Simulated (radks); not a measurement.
Values are calculated unless marked as measured or tabulated.
Spin polarisation of the 4p5 shell in Br. Start: [Ar] 3d10 4s2 4p(up 2.5, down 2.5); electrons of 4p are moved from spin down to spin up, other shells keep equal spins. Level of theory: scalar-relativistic Kohn-Sham, SCAN, spin-polarised, spherical densities, finite nucleus; meta-GGA in the generalised Kohn-Sham scheme; Fermi nuclear charge, rms radius of each element as measured or else 0.836 A^(1/3) + 0.57 fm (a radial shooting solver on a logarithmic mesh with Libxc functionals).

moment (Bohr magnetons),E - E(0) (eV),e(4p up) (eV),e(4p down) (eV),4s down minus up (eV),3d down minus up (eV)
0,0.000,-8.173,-8.173,0.000,0.000
0.25,-0.016,-8.295,-8.047,0.278,0.032
0.5,-0.061,-8.410,-7.917,0.548,0.066
0.75,-0.137,-8.519,-7.783,0.814,0.099
1,-0.245,-8.624,-7.644,1.078,0.133

At moment 1 the spin-polarisation energy is -0.245 eV and the 4p exchange splitting 0.980 eV, that is 0.980 eV per Bohr magneton; E = -I m^2/4 would give I = 0.980 eV.
